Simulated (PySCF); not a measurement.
## Radial density of Sr¹⁸⁺ (strontium, charge +18)

M06, [Ar] 3d2, high-spin 3F determinant. Calculation: PySCF 2.14, in an uncontracted even-tempered set (19 s from 1.7 bohr⁻², ratio 2.5; 12 p from 2.2 bohr⁻², ratio 2.5; 8 d from 2.2 bohr⁻², ratio 2.5; 4 f from 7.7 bohr⁻², ratio 2.7; 3 g from 12 bohr⁻², ratio 2.7); the spin-free X2C one-electron Hamiltonian (Gaussian nucleus).

```
r (bohr)  4πr²ρ (e/bohr)  4πr²(ρα − ρβ)
  0.0278           47.87        -0.0009
  0.0467           41.21         0.0091
  0.0786           46.30         0.1288
   0.132           55.65         0.9613
   0.222           27.12         3.6474
   0.374           28.09         5.1312
   0.629           10.40         1.4985
    1.06          0.1796         0.0331
    1.78       9.206e-05         0.0000
```

Densities and radii are taken from the X2C orbitals without a picture-change correction, which distorts them close to the nucleus.

Spin-orbit coupling, absent here, splits the open shell strongly.
